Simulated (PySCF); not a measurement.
**As: ionisation energy**

As [Ar] 3d10 4s2 4p3 (4S) → As⁺ [Ar] 3d10 4s2 4p2 (3P), as a difference of total energies. Computed with PySCF 2.14 in aug-cc-pVDZ-PP with ECP10MDF (5s4p3d, 32 functions), with a scalar-relativistic core potential. Correlated levels: valence: 3s2 3p6 3d10 frozen. The calculations carry no spin-orbit coupling.

Task: Order these methods by the ionisation energy they give, lowest first.
A. wB97M-V
B. wB97X
C. r2SCAN
D. LDA

Result: B (9.657 eV), A (9.722 eV), D (9.988 eV), C (10.078 eV).

Errors of the correlated levels include the incompleteness of this basis and the frozen core.

For comparison: 10.008 eV (measured; NIST levels, between the centres of gravity of the two terms).
